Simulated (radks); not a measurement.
Results of a calculation; reference values are marked as such.
Excited configurations of the nickel ion Ni3+: one electron is placed in a higher orbital outside [Ar] 3d6. The ground configuration is [Ar] 3d7. Level of theory: scalar-relativistic Kohn-Sham, SCAN, spin-polarised, spherical densities, finite nucleus; open shells are filled with parallel spins first; meta-GGA in the generalised Kohn-Sham scheme; Fermi nuclear charge, rms radius 3.7757 fm (a radial shooting solver on a logarithmic mesh with Libxc functionals). Excitation = E - E(ground); binding = E(ion) - E, where the ion is the core of charge +4; n* = 4/sqrt(2 binding) in atomic units, and the quantum defect is n - n*.

| outer orbital | excitation (eV) | binding (eV) | n* | quantum defect | <r> (bohr) |
|---|---|---|---|---|---|
| 4p | 21.163 | 33.090 | 2.565 | 1.435 | 2.325 |
| 5d | 41.804 | 12.449 | 4.182 | 0.818 | 5.898 |
| 5f | 45.271 | 8.982 | 4.923 | 0.077 | 7.583 |
| 6f | 47.961 | 6.292 | 5.882 | 0.118 | 11.56 |
| 7d | 48.486 | 5.767 | 6.144 | 0.856 | 13.62 |
| 7f | 49.609 | 4.644 | 6.847 | 0.153 | 16.29 |

The Delta-SCF ionisation energy is 54.253 eV (NIST Atomic Spectra Database: 54.9 eV, semi-empirical). Self-interaction in the functional shifts the binding energies and quantum defects, so they are the method's values and not measured ones. Open shells are spherical and high-spin; term and fine-structure splittings are not resolved.
